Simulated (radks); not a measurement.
The mean radii <r> (bohr) of the occupied orbitals of an atom or ion are listed with their occupations. Calculated with a radial shooting solver on a logarithmic mesh with Libxc functionals: Dirac Kohn-Sham, PBE, spin-unpolarised, spherical densities, finite nucleus; Fermi nuclear charge, rms radius of each element as measured or else 0.836 A^(1/3) + 0.57 fm.

| orbital | occ. | <r> |
|---|---|---|
| 1s1/2 | 2 | 0.01899 |
| 2s1/2 | 2 | 0.07978 |
| 2p1/2 | 2 | 0.06612 |
| 2p3/2 | 4 | 0.07385 |
| 3s1/2 | 2 | 0.2082 |
| 3p1/2 | 2 | 0.1981 |
| 3p3/2 | 4 | 0.2125 |
| 3d3/2 | 4 | 0.1863 |
| 3d5/2 | 6 | 0.1908 |
| 4s1/2 | 2 | 0.4676 |
| 4p1/2 | 2 | 0.4738 |
| 4p3/2 | 4 | 0.5064 |
| 4d3/2 | 4 | 0.5264 |
| 4d5/2 | 6 | 0.5377 |
| 5s1/2 | 2 | 1.102 |
| 5p1/2 | 2 | 1.203 |
| 5p3/2 | 4 | 1.288 |
| 4f5/2 | 5.57143 | 0.6385 |
| 4f7/2 | 7.42857 | 0.6479 |

Name the element and its charge. Open shells, if any, are shared by 2j + 1.

Answer. Z = 72, hafnium, charge +5: Hf5+ in [Xe] 4f13. The 1s radius gives Z: for a bare nucleus <r> = (2 gamma + 1)/(2Z) with gamma = sqrt(1 - (Z/c)^2), 0.01876 bohr for Z = 72, and screening makes it slightly larger (0.01899 here). The occupations add up to 67, and the charge is Z minus that.
